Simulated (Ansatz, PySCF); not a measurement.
C3H3 (SMILES [C-]1=CC1), charge -1, singlet, at a GFN2-xTB geometry (in this run its highest filled SCF level lies above zero, so its values depend strongly on the basis, on diffuse functions most of all), with bond 5-1 at 1.8 times its length. Base run: CASSCF(2,2)/STO-3G (PySCF).

Input for PySCF:
```python
from pyscf import gto, scf, mcscf
import numpy

mol = gto.Mole()
mol.atom = '''
    C     0.01518375   -0.05215635    0.80692694
    C     0.00358775   -0.76678282   -0.60757516
    C    -0.01975703    0.56152495   -0.52766124
    H     0.93576145   -0.00004142    1.42844009
    H    -1.60379180   -0.01939612    1.98334880
    H    -0.04560120    1.57848298   -0.91907802
'''
mol.basis = 'sto-3g'
mol.charge = -1
mol.verbose = 4
mol.build()

mf = scf.RHF(mol)
mf.kernel()
mc = mcscf.CASSCF(mf, 2, 2)
mc.fix_spin_(ss=0.0)
mc.kernel()
occ = numpy.linalg.eigvalsh(mc.fcisolver.make_rdm1(mc.ci, mc.ncas, mc.nelecas))[::-1]
ss = mc.fcisolver.spin_square(mc.ci, mc.ncas, mc.nelecas)[0]
print('natural occupations', occ.round(4), ' <S^2>', round(ss, 4))
```

Programs used: Ansatz (a quantum-chemistry and plane-wave program), PySCF; a row that names a program was run with it.

The base run was repeated with changes; each row names its change, and settings that it needs were set with it.

```tsv
change	ΔE vs base (kcal/mol)	natural occupations	<S^2> of the state
base	0.000	1.77 0.23	0.00
code = ansatz	0.006	-	-
active space = 6 electrons, 7 orbitals	-39.24	1.96 1.93 1.77 0.24 0.07 0.04 0.00	0.00
active space = 4 electrons, 3 orbitals	-0.191	2.00 1.77 0.23	0.00
active space = 4 electrons, 6 orbitals	-14.80	1.96 1.77 0.23 0.04 0.00 0.00	0.00
orbitals = fixed (CASCI)	19.55	1.88 0.12	0.00
conv_tol = 1e-5	0.000	1.77 0.23	0.00
state_average = 2 states	4.59	-	-
active space = 8 electrons, 8 orbitals	-58.06	1.98 1.96 1.93 1.77 0.24 0.07 0.04 0.02	0.00
solver = newton	0.000	1.77 0.23	0.00
start = MP2 natural orbitals	0.000	1.77 0.23	0.00
```

Active orbitals are taken around the Fermi level unless the row says otherwise; CASSCF can end in different local minima, and two programs can end on different orbitals. State-averaged rows give the lowest state.
